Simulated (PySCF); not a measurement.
## Computed spin Hamiltonian

Compound: C₅H₃FNS (doublet state).
Bonds: N1–C2 (triple), C2–C3, C3–C4 (double), C4–F5, C4–C6, C6–C7, C7–S8, C3–S8. Hydrogens: H9 on C6; H10, H11 on C7.

The species is `N#CC1=C(F)[CH]CS1` [radical].

The calculation used UKS B3LYP, pcH-1 on C F H N S, non-relativistic, mean-field spin-orbit, GIAO (PySCF 2.14.0). Geometry: GFN2-xTB; no solvent, vibrations or thermal averaging. A GFN2-xTB geometry isn't a minimum of the functional, and hyperfine couplings can be far from their values at a DFT geometry. The SCF solution wasn't tested for stability.

```
g1, g2, g3                      : 2.00206, 2.00521, 2.00887
g_iso                           : 2.00538
Form of g                       : rhombic: the two nearest values differ by 46 % of g3 − g1
⟨S²⟩                            : 0.7697 (exact 0.7500)
α and β electrons               : 33, 32
HOMO–LUMO gap, α and β orbitals : 5.09, 4.19 eV
Total energy                    : -745.07175 Eh
```

Isotropic coupling and dipolar principal values T1 to T3, in MHz:

| atom | isotope | a_iso | of which spin–orbit | T1 | T2 | T3 | Mulliken spin population |
| --- | --- | --- | --- | --- | --- | --- | --- |
| N1 | 14N | 5.7 | 0.0 | -11.6 | -8.8 | 20.4 | 0.24 |
| C2 | 13C | -39.5 | 0.0 | -12.1 | -1.4 | 13.5 | -0.12 |
| C3 | 13C | 49.6 | 0.3 | -44.9 | -43.7 | 88.5 | 0.47 |
| C4 | 13C | -41.3 | 0.0 | -22.9 | 10.7 | 12.2 | -0.16 |
| F5 | 19F | -24.6 | 0.0 | -61.3 | 22.8 | 38.5 | -0.01 |
| C6 | 13C | 32.5 | 0.0 | -31.9 | -30.3 | 62.2 | 0.39 |
| C7 | 13C | -20.7 | 0.1 | -1.1 | -0.5 | 1.6 | -0.05 |
| S8 | 33S | 6.8 | -0.4 | -23.1 | -18.8 | 41.9 | 0.19 |
| H9 | 1H | -26.2 | 0.0 | -15.3 | -0.8 | 16.0 | -0.02 |
| H10 | 1H | 93.6 | 0.0 | -2.9 | -1.0 | 3.9 | 0.03 |
| H11 | 1H | 93.7 | 0.0 | -2.9 | -1.0 | 3.9 | 0.03 |

The largest Mulliken spin populations are on C3 (+0.47), C6 (+0.39), N1 (+0.24) and S8 (+0.19). Four atoms exceed +0.15. The positive populations add up to 1.36 and the negative ones to -0.36, together 2S = 1.

The SMILES `N#CC1=C(F)[CH]CS1` draws the unpaired electron on C6, whose computed spin population is only +0.39.

Axes: g2 points within 8° of the C6–C7 bond and g3 points within 7° of the C2–C3 bond.

Under fast tumbling the dipolar parts average out, and these isotropic splittings remain: 2 × 1H (H10/H11, I = 1/2, 3 lines) with 3.34 mT, 1 × 1H (H9, I = 1/2, 2 lines) with 0.94 mT, 1 × 19F (F5, I = 1/2, 2 lines) with 0.88 mT and 1 × 14N (N1, I = 1, 3 lines) with 0.20 mT.

Class means assume fast exchange of nuclei equivalent by connectivity; if that motion is slow, each nucleus keeps its own coupling.

The 33S coupling of S8 (6.8 MHz) shows only in satellite lines or after enrichment, since that isotope makes up about 0.76 % of natural sulfur.

The 13C coupling of C3 (49.6 MHz) shows only in satellite lines or after enrichment, since that isotope makes up about 1.07 % of natural carbon.

Examples of negative spin density at the nucleus (bohr⁻³): C4 (-0.0367), C2 (-0.0352) and C7 (-0.0185).
